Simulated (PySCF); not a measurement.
An unknown is described by computed data only.

Formula: C7H13NSi.

| Item | Value |
| --- | --- |
| 1H NMR | chemical shifts (computed TMS as zero) by class: 6.39 (1 H), 6.33 (1 H), 6.18 (3 H), 6.16 (1 H), 6.15 (3 H), 2.58 (3 H), -0.32 (1 H) ppm [GIAO B3LYP/pcSseg-1] |
| Polarisability | 120.2 au [B3LYP/def2-SVPD] |
| 13C NMR | chemical shifts (computed TMS as zero) by class: 144.6 (3 C), 144.2 (3 C), 30.5 (1 C) ppm [GIAO B3LYP/pcSseg-1] |
| XPS | Si2p3/2 106.0, C1s 289.6 (×3), C1s 290.0 (×3), C1s 291.3, N1s 403.9, Si1s 1845.9 eV [ΔSCF SCAN, pcX-2 on the ionised atom, pcseg-1 elsewhere, spin-free X2C, 2p3/2 from a spin–orbit splitting computed afterwards within the 2p shell] |
| Rotational structure | rotational constants A, B, C: 1.378, 1.059, 0.977 GHz [PBE0-D3(BJ)/def2-SVP] |
| UV, strongest line | among the 10 lowest singlet transitions: S4 at 5.82 eV (213 nm, f = 0.089) [TDDFT B3LYP/def2-SVPD] |
| UV, first state | lowest singlet excitation: 4.60 eV (269 nm, f = 0.012) [TDDFT B3LYP/def2-SVPD] |

The electronic properties come from PySCF, for the isolated species, density fitting. Levels stand in brackets. NMR shifts are as computed; neighbouring signals can stand in another order in a measured spectrum. Geometry: PBE0-D3(BJ)/def2-SVP, one conformer, isolated molecule. NMR values are class means; diastereotopic atoms form classes of their own.

Q: Give a SMILES that accounts for the data.

A: 7 carbons fall into 3 classes; from least to most shielded: carbon bonded to C, Si and H (144.6 ppm, 3 C, up to 4.3 ppm apart in this geometry), carbon bonded to C and 2 H (144.2 ppm, 3 C, up to 2.0 ppm apart in this geometry), carbon bonded to N and 3 H (30.5 ppm). Hydrogen classes from least to most shielded: 1 H on a carbon bonded to C and 2 H (6.39 ppm), 1 H on a carbon bonded to C and 2 H (6.33 ppm), 3 H on 3 like atoms (carbon bonded to C, Si and H) (6.18 ppm), 1 H on a carbon bonded to C and 2 H (6.16 ppm), 3 H on 3 like atoms (carbon bonded to C and 2 H) (6.15 ppm), 3 H on a carbon bonded to N and 3 H (2.58 ppm), 1 H on a nitrogen bonded to C, Si and H (-0.32 ppm). The core levels belong to: Si2p3/2 106.0 eV, silicon bonded to 3 C and N; C1s 289.6 eV, carbon bonded to C, Si and H; C1s 290.0 eV, carbon bonded to C and 2 H; C1s 291.3 eV, carbon bonded to N and 3 H; N1s 403.9 eV, nitrogen bonded to C, Si and H; Si1s 1845.9 eV, silicon bonded to 3 C and N. One atom of each topological class was ionised and stands for its class. The optimised geometry has point group C1 and is an asymmetric top. Structure: Si(vinyl)3(NHMe) (`C=C[Si](C=C)(C=C)NC`). Computed isomers that give other values at the same levels: `C=C1CC/C1=C\C[SiH2]N` (rotational constant A: 2.550 GHz; this holds for the one conformer computed); `C#CCC(C)(C)[SiH2]N=C` (rotational constant A: 2.419 GHz; this holds for the one conformer computed); `CC#C[C@H]1CCN([SiH3])C1` (rotational constant A: 3.467 GHz; this holds for the one conformer computed). The assignments are read from this structure; whether some other isomer fits the data as well wasn't checked.
